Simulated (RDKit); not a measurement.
Input file for RDKit: MMFF94 on BrH2NSi (SMILES N[Si]Br), a point of a torsion scan.

```python
from rdkit import Chem
from rdkit.Chem import AllChem, rdDetermineBonds

blocks = [
'''5

N    -0.68422162   -0.03923828    0.02708210
Si    0.79919231   -0.68985602   -0.51721040
Br    0.13339884   -2.88303850   -0.71828250
H    -0.95428571    0.90921780   -0.17051515
H    -1.49052596   -0.60135039    0.26864440
''',
]
mol = None
for b in blocks:
    f = Chem.MolFromXYZBlock(b)
    rdDetermineBonds.DetermineBonds(f, charge=0)
    mol = f if mol is None else Chem.CombineMols(mol, f)
Chem.SanitizeMol(mol)
print(Chem.MolToSmiles(Chem.RemoveHs(mol)))
ff = AllChem.MMFFGetMoleculeForceField(mol, AllChem.MMFFGetMoleculeProperties(mol), nonBondedThresh=100.0, ignoreInterfragInteractions=False)
e = ff.CalcEnergy()
print(f'MMFF94 energy {e:.6f} kcal/mol')
```

Program output:

```
[NH2+]=[Si-]Br
MMFF94 energy -11.425842 kcal/mol
```

The run finished.

Cost: around 0.03 core-seconds (rough).
